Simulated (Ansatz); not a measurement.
`F[Si](F)(F)I` + HCl → `F[Si](F)(Cl)I` + H–F at 400 K and 1 bar (ligand exchange at the Si–F bond).

Program: Ansatz. Geometries: PBE0-D4/def2-TZVP. ΔE: electronic, gas phase. CBS: MP2 limit from def2 TZ/QZ plus the TZ coupled-cluster correction, frozen cores. This one scheme is used for every species. Elements past krypton have def2 core potentials. For I outer-core shells are correlated without core-valence functions, which leaves a few kJ/mol of doubt a bond.

```json
{"species": "`F[Si](F)(F)I`", "CCSD(T)/CBS energy (Eh)": "-886.14639", "H − E (kJ/mol)": "53.4", "S (J/(mol·K))": "353.5"}
{"species": "HCl", "CCSD(T)/CBS energy (Eh)": "-460.38127", "H − E (kJ/mol)": "29.6", "S (J/(mol·K))": "195.4"}
{"species": "`F[Si](F)(Cl)I`", "CCSD(T)/CBS energy (Eh)": "-1246.11308", "H − E (kJ/mol)": "51.4", "S (J/(mol·K))": "375.9"}
{"species": "H–F", "CCSD(T)/CBS energy (Eh)": "-100.39570", "H − E (kJ/mol)": "36.5", "S (J/(mol·K))": "182.2"}
```

H − E and S are ideal-gas, rigid-rotor, harmonic terms from PBE0-D4/def2-TZVP. 1 Eh = 2625.50 kJ/mol, R = 8.31446 J/(mol·K).

Task: By hand: ΔE, ΔH, ΔS and ΔG.

Result: ΔE = (-1246.11308) + (-100.39570) − (-886.14639) − (-460.38127) = 0.01888 Eh = 49.6 kJ/mol. Δ(H − E) = 51.4 + 36.5 − 53.4 − 29.6 = 4.9, so ΔH = 54.5 kJ/mol. ΔS = 375.9 + 182.2 − 353.5 − 195.4 = 9.2 J/(mol·K). ΔG = 54.5 − 400 × (9.2)/1000 = 50.8 kJ/mol.

Task: By hand: the equilibrium constant, and the temperature at which ΔG would vanish if ΔH and ΔS stayed fixed.

Result: log₁₀ K = −ΔG/(RT ln 10) = -6.6. ΔG = 0 at ΔH/ΔS = 5924 K, far beyond where these terms or the molecules hold.

The number of gas molecules stays the same, so ΔS is small and ΔH decides. A doubt of 5 kJ/mol in ΔE shifts log₁₀ K by 0.7 here. These are equilibria of isolated gas molecules and say nothing of rates. Largest T1 diagnostic: 0.010 (customary marks: 0.02 for closed shells, 0.045 for open ones).
